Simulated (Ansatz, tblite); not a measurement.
Forces on SiMe3(NHMe) (C₄H₁₃NSi) at its PBE-D4/def2-SVP geometry. Charge 0, multiplicity 1.

The xTB rows come from tblite.

GFN1-xTB (tblite), largest force 1.37 eV/Å:

```xyz
19
positions Å, forces eV/Å
Si    0.189    0.185   -0.319   -0.111    0.085    0.692
C     1.422   -1.247   -0.378    0.229   -0.327    0.002
H     2.299   -1.041    0.269   -0.240   -0.290   -0.328
H     1.785   -1.409   -1.414   -0.004   -0.079    0.507
H     0.964   -2.199   -0.039    0.367    0.303   -0.156
C    -1.264   -0.229   -1.470   -0.357   -0.125   -0.310
H    -0.922   -0.407   -2.511   -0.348    0.053    0.406
H    -2.006    0.596   -1.492    0.189   -0.452   -0.126
H    -1.793   -1.145   -1.132    0.090    0.402   -0.290
C     0.997    1.798   -0.880    0.132    0.359   -0.086
H     0.278    2.644   -0.852    0.458   -0.221   -0.056
H     1.364    1.711   -1.923   -0.063    0.218    0.441
H     1.859    2.060   -0.233   -0.308    0.092   -0.386
N    -0.296    0.438    1.352   -0.049    0.508   -0.965
C    -0.949   -0.562    2.175   -0.464   -0.882    0.935
H    -0.567    1.394    1.595    0.018   -0.502    0.291
H    -2.054   -0.648    2.025    0.644    0.266   -0.045
H    -0.522   -1.566    1.966   -0.164    0.508    0.010
H    -0.782   -0.373    3.259   -0.019    0.081   -0.536
```

GFN2-xTB (tblite), largest force 0.89 eV/Å:

```
Si -0.316 0.054 0.779
C 0.550 -0.668 -0.009
H -0.536 -0.224 -0.465
H -0.168 0.070 0.730
H 0.358 0.622 -0.224
C -0.656 -0.212 -0.556
H -0.321 0.120 0.679
H 0.435 -0.577 -0.051
H 0.305 0.612 -0.269
C 0.341 0.755 -0.234
H 0.554 -0.532 -0.025
H -0.217 0.103 0.742
H -0.578 -0.103 -0.494
N -0.079 0.094 -0.220
C -0.145 -0.478 0.340
H 0.053 -0.612 -0.020
H 0.623 0.211 -0.044
H -0.169 0.684 -0.034
H -0.032 0.081 -0.625
```

r2SCAN-D4/def2-TZVP (Ansatz), largest force 0.67 eV/Å:

```
Si -0.077 0.029 0.273
C 0.084 -0.132 0.016
H -0.398 -0.100 -0.306
H -0.161 0.072 0.473
H 0.218 0.432 -0.162
C -0.128 -0.042 -0.072
H -0.155 0.080 0.479
H 0.339 -0.382 0.005
H 0.235 0.415 -0.161
C 0.059 0.141 -0.041
H 0.334 -0.382 -0.012
H -0.165 0.047 0.478
H -0.394 -0.117 -0.305
N 0.054 0.389 -0.453
C -0.291 -0.473 0.373
H 0.116 -0.535 -0.109
H 0.534 0.094 0.017
H -0.160 0.507 0.055
H -0.044 -0.045 -0.547
```
